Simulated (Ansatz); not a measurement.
Geometry optimisation of Be₂Se₃.

```yaml
crystal:
  periodic: [false, false, false]
  atoms:
    - {symbol: Be, position_ang: [0.926300, 0.270350, -0.152450]}
    - {symbol: Be, position_ang: [-2.030710, -0.772370, -0.125960]}
    - {symbol: Se, position_ang: [-1.124220, 1.042600, 0.243570]}
    - {symbol: Se, position_ang: [-0.371160, -1.067700, 1.062810]}
    - {symbol: Se, position_ang: [2.599790, 0.527120, -1.027970]}
basis:
  gaussian: {orbitals: def2-SVP}
hamiltonian: {xc: r2scan, dispersion: d4}
scf: {lower_state_search: "off"}
output: {orbitals: {seedname: orbitals}}
relax: {f_tol: 0.02, max_steps: 100}
```

```sh
$ ansatz run in.yaml --threads 4 --pin off --events-out ev --progress --plain --max-ram 4787MiB
```

It prints (some lines left out):

```
Functional definition: r2SCAN
mean field -196826.66604899 eV, -7233.2465633943 hartree, gradient 8.5e-6 eV, S^2 0.000000; 0 other end points of the search recorded, 0 dependent functions left out
relax step   1: F+E_penalty+E_count = -196826.71068162 eV  Δ(F+E_penalty+E_count) = +0.000e0 eV  max|allowed force component| = 2.120e0 eV/Å  Δτ_max = 0.0000 Å  (72 SCF iters, accepted)
mean field -196826.98833554 eV, -7233.2584072068 hartree, gradient 1.9e-6 eV, S^2 0.000000; 0 other end points of the search recorded, 0 dependent functions left out
relax step   2: F+E_penalty+E_count = -196827.03292254 eV  Δ(F+E_penalty+E_count) = -3.222e-1 eV  max|allowed force component| = 7.775e-1 eV/Å  Δτ_max = 0.1707 Å  (47 SCF iters, accepted)
mean field -196827.28298201 eV, -7233.2692352645 hartree, gradient 4.2e-6 eV, S^2 0.000000; 0 other end points of the search recorded, 0 dependent functions left out
relax step   3: F+E_penalty+E_count = -196827.32767395 eV  Δ(F+E_penalty+E_count) = -2.948e-1 eV  max|allowed force component| = 8.972e-1 eV/Å  Δτ_max = 0.1297 Å  (37 SCF iters, accepted)
mean field -196827.68827979 eV, -7233.2841296835 hartree, gradient 1.6e-6 eV, S^2 0.000000; 0 other end points of the search recorded, 0 dependent functions left out
relax step   4: F+E_penalty+E_count = -196827.73307126 eV  Δ(F+E_penalty+E_count) = -4.054e-1 eV  max|allowed force component| = 8.927e-1 eV/Å  Δτ_max = 0.1953 Å  (30 SCF iters, accepted)
mean field -196828.01453560 eV, -7233.2961193632 hartree, gradient 1.1e-6 eV, S^2 0.000000; 0 other end points of the search recorded, 0 dependent functions left out
relax step   5: F+E_penalty+E_count = -196828.05949619 eV  Δ(F+E_penalty+E_count) = -3.264e-1 eV  max|allowed force component| = 6.610e-1 eV/Å  Δτ_max = 0.1911 Å  (29 SCF iters, accepted)
mean field -196828.21498980 eV, -7233.3034859193 hartree, gradient 5.3e-6 eV, S^2 0.000000; 0 other end points of the search recorded, 0 dependent functions left out
relax step   6: F+E_penalty+E_count = -196828.26007831 eV  Δ(F+E_penalty+E_count) = -2.006e-1 eV  max|allowed force component| = 7.114e-1 eV/Å  Δτ_max = 0.1962 Å  (29 SCF iters, accepted)
mean field -196828.38638925 eV, -7233.3097847327 hartree, gradient 1.2e-6 eV, S^2 0.000000; 0 other end points of the search recorded, 0 dependent functions left out
relax step   7: F+E_penalty+E_count = -196828.43173438 eV  Δ(F+E_penalty+E_count) = -1.717e-1 eV  max|allowed force component| = 2.382e-1 eV/Å  Δτ_max = 0.1983 Å  (30 SCF iters, accepted)
mean field -196828.48886493 eV, -7233.3135506448 hartree, gradient 1.7e-6 eV, S^2 0.000000; 0 other end points of the search recorded, 0 dependent functions left out
relax step   8: F+E_penalty+E_count = -196828.53429120 eV  Δ(F+E_penalty+E_count) = -1.026e-1 eV  max|allowed force component| = 3.567e-1 eV/Å  Δτ_max = 0.1995 Å  (29 SCF iters, accepted)
mean field -196828.55650638 eV, -7233.3160364220 hartree, gradient 2.5e-6 eV, S^2 0.000000; 0 other end points of the search recorded, 0 dependent functions left out
relax step   9: F+E_penalty+E_count = -196828.60231504 eV  Δ(F+E_penalty+E_count) = -6.802e-2 eV  max|allowed force component| = 5.545e-1 eV/Å  Δτ_max = 0.1954 Å  (29 SCF iters, accepted)
mean field -196828.76514504 eV, -7233.3237037513 hartree, gradient 3.4e-6 eV, S^2 0.000000; 0 other end points of the search recorded, 0 dependent functions left out
relax step  10: F+E_penalty+E_count = -196828.81118580 eV  Δ(F+E_penalty+E_count) = -2.089e-1 eV  max|allowed force component| = 9.589e-1 eV/Å  Δτ_max = 0.1928 Å  (28 SCF iters, accepted)
mean field -196829.21149256 eV, -7233.3401067203 hartree, gradient 2.4e-6 eV, S^2 0.000000; 0 other end points of the search recorded, 0 dependent functions left out
relax step  11: F+E_penalty+E_count = -196829.25781199 eV  Δ(F+E_penalty+E_count) = -4.466e-1 eV  max|allowed force component| = 1.378e0 eV/Å  Δτ_max = 0.1951 Å  (32 SCF iters, accepted)
mean field -196829.70071057 eV, -7233.3580851506 hartree, gradient 1.4e-6 eV, S^2 0.000000; 0 other end points of the search recorded, 0 dependent functions left out
relax step  12: F+E_penalty+E_count = -196829.74725192 eV  Δ(F+E_penalty+E_count) = -4.894e-1 eV  max|allowed force component| = 9.678e-1 eV/Å  Δτ_max = 0.1949 Å  (26 SCF iters, accepted)
mean field -196829.78465791 eV, -7233.3611701585 hartree, gradient 1.6e-6 eV, S^2 0.000000; 0 other end points of the search recorded, 0 dependent functions left out
relax step  13: F+E_penalty+E_count = -196829.83120713 eV  Δ(F+E_penalty+E_count) = -8.396e-2 eV  max|allowed force component| = 1.670e0 eV/Å  Δτ_max = 0.1949 Å  (25 SCF iters, accepted)
mean field -196830.01117319 eV, -7233.3694944414 hartree, gradient 2.5e-6 eV, S^2 0.000000; 0 other end points of the search recorded, 0 dependent functions left out
relax step  14: F+E_penalty+E_count = -196830.05752879 eV  Δ(F+E_penalty+E_count) = -2.263e-1 eV  max|allowed force component| = 3.263e-1 eV/Å  Δτ_max = 0.2000 Å  (24 SCF iters, accepted)
mean field -196830.12172041 eV, -7233.3735569766 hartree, gradient 1.6e-6 eV, S^2 0.000000; 0 other end points of the search recorded, 0 dependent functions left out
relax step  15: F+E_penalty+E_count = -196830.16801388 eV  Δ(F+E_penalty+E_count) = -1.105e-1 eV  max|allowed force component| = 4.139e-1 eV/Å  Δτ_max = 0.1955 Å  (24 SCF iters, accepted)
mean field -196830.15495278 eV, -7233.3747782438 hartree, gradient 1.4e-6 eV, S^2 0.000000; 0 other end points of the search recorded, 0 dependent functions left out
relax step  16: F+E_penalty+E_count = -196830.20107845 eV  Δ(F+E_penalty+E_count) = -3.306e-2 eV  max|allowed force component| = 4.659e-1 eV/Å  Δτ_max = 0.1951 Å  (24 SCF iters, accepted)
mean field -196830.17873944 eV, -7233.3756523876 hartree, gradient 1.1e-6 eV, S^2 0.000000; 0 other end points of the search recorded, 0 dependent functions left out
relax step  17: F+E_penalty+E_count = -196830.22498647 eV  Δ(F+E_penalty+E_count) = -2.391e-2 eV  max|allowed force component| = 7.017e-2 eV/Å  Δτ_max = 0.0689 Å  (19 SCF iters, accepted)
mean field -196830.17933406 eV, -7233.3756742394 hartree, gradient 2.4e-6 eV, S^2 0.000000; 0 other end points of the search recorded, 0 dependent functions left out
relax step  18: F+E_penalty+E_count = -196830.22559511 eV  Δ(F+E_penalty+E_count) = -6.086e-4 eV  max|allowed force component| = 5.345e-2 eV/Å  Δτ_max = 0.0160 Å  (19 SCF iters, accepted)
mean field -196830.17955742 eV, -7233.3756824475 hartree, gradient 2.7e-6 eV, S^2 0.000000; 0 other end points of the search recorded, 0 dependent functions left out
relax step  19: F+E_penalty+E_count = -196830.22581045 eV  Δ(F+E_penalty+E_count) = -2.153e-4 eV  max|allowed force component| = 3.674e-3 eV/Å  Δτ_max = 0.0048 Å  (20 SCF iters, accepted)
Total energy: -196830.22582130 eV, -7233.3773826137 hartree
Atom 0 at     0.964492    -0.789590    -0.085969 Å, force    -0.001824    -0.003070    -0.001380 eV/Å
Atom 1 at    -1.171870    -0.087860     0.424615 Å, force    -0.000823    -0.003674    -0.001509 eV/Å
Atom 2 at    -0.795193     1.797820    -0.276686 Å, force    -0.001561     0.002803     0.000980 eV/Å
Atom 3 at    -0.467649    -1.974038     0.756277 Å, force     0.001290     0.002929     0.001876 eV/Å
Atom 4 at     1.470219     1.053668    -0.818236 Å, force     0.002917     0.001011     0.000032 eV/Å
Dipole moment:    -0.047614    -0.201634     0.078243 e Å
Checks for a lower state left out: stability, starts, cluster_reference, orbital_swaps, neighbouring_geometries, increment
```

Hardware: 4 threads of Arm Neoverse V1 on a shared host. Wall time 41 s.

The structure comes from a short search, and lower isomers may exist.
